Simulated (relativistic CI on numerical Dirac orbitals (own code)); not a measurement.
d1 to d9 in one octahedral field

Computed with a parametric ligand-field model without spin-orbit coupling, by exact diagonalisation: B = 620, C = 2920, 10Dq = 10300 cm⁻¹ (Oh; |10Dq|/B = 16.6) for every shell. Energies in cm⁻¹; the field energy is (0.6 n_e − 0.4 n_t2) × 10Dq of the ground term; g labels are left out.

```csv
Shell,Ground term,Electrons in e,Field energy,First spin-allowed bands,Lowest term of other spin
d1,2T2,0.000,-4120,2E 10300,
d2,3T1,0.047,-7754,"3T2 9268, 3T1 17536",1T2 9933
d3,4A2,0.000,-12360,"4T2 10300, 4T1 15695",2E 13153
d4,?,?,?,?,?
d5,6A1,2.000,0,none,4T1 12750
d6,5T2,2.000,-4120,5E 10300,1A1 3639
d7,4T1,2.047,-7754,"4T2 9268, 4T1 17536",2E 3235
d8,3A2,2.000,-12360,"3T2 10300, 3T1 15695",1E 10585
d9,2E,3.000,-6180,2T2 10300,
```

Fill in the row of d4.

Ground term: 5E; Electrons in e: 1.000; Field energy: -6180; First spin-allowed bands: 5T2 10300; Lowest term of other spin: 3T1 6564. Every shell keeps the spin of the free ion. Only d4 to d7 can choose; the field needed to pair spins is smallest for d6 and largest for d5, which loses most exchange energy. In the strong-field picture 10Dq must exceed about 6B + 5C = 18320 (d4), 7.5B + 5C = 19250 (d5), 2.5B + 4C = 13230 (d6) and 4B + 4C = 14160 (d7); mixing of terms shifts these bounds somewhat. High-spin d^(n+5) repeats the spin-allowed bands of d^n, since the half-filled shell is spherical.
